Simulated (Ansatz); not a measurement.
A series at Ge: from GeH₄, ligands are replaced one by one, each step taking up H–F and setting free H₂; n counts the steps. Ansatz, PBE0-D4/def2-TZVP geometries.

```tsv
n	molecule	HOMO energy, ωB97M-V/def2-TZVPP (eV)
0	GeH₄	?
1	`[F][GeH3]`	-11.97
2	`[F][GeH2][F]`	-12.32
3	`[F][GeH]([F])[F]`	-13.69
4	`[F][Ge]([F])([F])[F]`	-15.22
```

Question: By hand: fit a straight line y = ȳ + b (n − n̄) to the 4 given rows and predict n = 0.

Answer: n̄ = 2.500, ȳ = -13.300; Σ(n − n̄)(y − ȳ) = -5.560, Σ(n − n̄)² = 5.000, so b = -1.112 eV a step. Prediction: -13.300 + (-1.112) × (-2.500) = -10.52 eV.

Question: By hand: compare with the computed value, -11.91 eV, and give the steps along the whole series.

Answer: The line misses by -1.39 eV (computed minus predicted). Steps: -0.06, -0.35, -1.37, -1.53 eV.

The steps grow at each stage, from -0.06 to -1.53 eV, so the series is curved and an end member is harder to predict than an inner one. The highest orbital can change its character along such a series. The miss is 42.0 % of the series' range.
